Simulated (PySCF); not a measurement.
Al(Cl)(Me)(SeH) (CH4AlClSe), SMILES [CH3][Al]([Cl])[SeH].

Geometry: B3LYP-D3(BJ)/def2-SVP. The structure was generated by enumeration; whether it is a known compound was not checked. Other conformers were not sampled.

These are B3LYP-D3(BJ)/def2-SVP (PySCF) values and carry that method's errors.

Frequencies are harmonic and unscaled.

```
mode  ν (cm⁻¹)  IR (km/mol)  Raman (Å⁴/amu)  depolarisation  moving atoms (share of kinetic energy)
----  --------  -----------  --------------  --------------  --------------------------------------
1           39          0.0             0.0               –                                  H 98 %
2          114          4.1             1.6            0.75        Cl 46 %, Se 22 %, Al 18 %, C 9 %
3          144          3.5             2.9            0.65        C 40 %, H 27 %, Cl 16 %, Se 14 %
4          175         13.4             0.3            0.75                         Al 66 %, H 18 %
5          252          2.0             3.0            0.75                                  H 96 %
6          335         13.8            18.8            0.11       Al 28 %, Se 25 %, C 20 %, Cl 19 %
7          527         90.5             4.0            0.42                 Al 53 %, Cl 32 %, H 9 %
8          585          3.6            11.0            0.74                                  H 90 %
9          650         30.9             2.1            0.75                          H 77 %, C 17 %
10         680         78.5             3.2            0.18                 Al 39 %, C 31 %, H 28 %
11         720        105.3             1.4            0.14                 H 60 %, C 19 %, Al 19 %
12        1218         15.5             3.0            0.05                          H 80 %, C 20 %
13        1423          1.6            11.1            0.75                                  H 95 %
14        1425          2.5             9.0            0.75                                  H 95 %
15        2401         14.5           140.5            0.30                                  H 99 %
16        3023          1.8           138.9            0.01                                  H 97 %
17        3108          2.3            98.8            0.75                           H 91 %, C 9 %
18        3127          4.0            86.3            0.75                           H 91 %, C 9 %
```
